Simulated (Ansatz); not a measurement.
Geometry optimisation, RKS PBE0-D4/def2-SVP in Ansatz.

The input (input.yaml):

```yaml
crystal:
  periodic: [false, false, false]
  atoms:
    - { symbol: Sn, position_ang: [-0.136685, 0.130841, -0.038618] }
    - { symbol: O, position_ang: [-0.05877, 0.070164, 1.93954] }
    - { symbol: H, position_ang: [-0.929099, 0.100656, 2.357103] }
    - { symbol: H, position_ang: [1.487402, 0.301767, -0.514285] }
    - { symbol: H, position_ang: [-1.059946, 1.532004, -0.426779] }
    - { symbol: H, position_ang: [-0.92179, -1.269525, -0.630698] }
    - { symbol: F, position_ang: [1.410981, -2.243001, 1.146641] }
    - { symbol: H, position_ang: [1.172505, -1.747505, 1.891397] }
basis:
  gaussian: { orbitals: def2-SVP }
hamiltonian:
  xc: pbe0
  dispersion: d4
relax:
  f_tol: 0.03
  max_steps: 50
```

Command:

```bash
$ ansatz run input.yaml --threads 1 --pin off --max-ram 2048MiB --backend cpu --events-out ev --progress --plain --runs-dir out
```

Question: Where does it end, and by what steps?

Answer: The forces met the threshold. After 6 steps the energy has fallen by 0.246 eV; H8 moved furthest, 0.43 Å.

| step | energy less start (eV) | largest force component (eV/Å) | accepted |
| --- | --- | --- | --- |
| 0 | 0.0000 | 0.671 | yes |
| 1 | -0.1314 | 0.606 | yes |
| 2 | -0.2259 | 0.571 | yes |
| 3 | -0.2172 | 1.219 | no |
| 4 | -0.2445 | 0.061 | yes |
| 5 | -0.2456 | 0.042 | yes |
| 6 | -0.2459 | 0.020 | yes |

```xyz
8
Properties=species:S:1:pos:R:3
Sn -0.092 0.076 -0.095
O 0.057 -0.120 1.920
H -0.772 -0.013 2.400
H 1.509 0.304 -0.611
H -1.047 1.491 -0.287
H -0.893 -1.291 -0.727
F 1.330 -2.119 1.305
H 0.873 -1.453 1.818
```

Whether the end is a true minimum wasn't checked by a vibrational analysis.

The run took 24 s on 1 thread of Arm Neoverse V2 (shared host), peak memory 0.15 GiB.
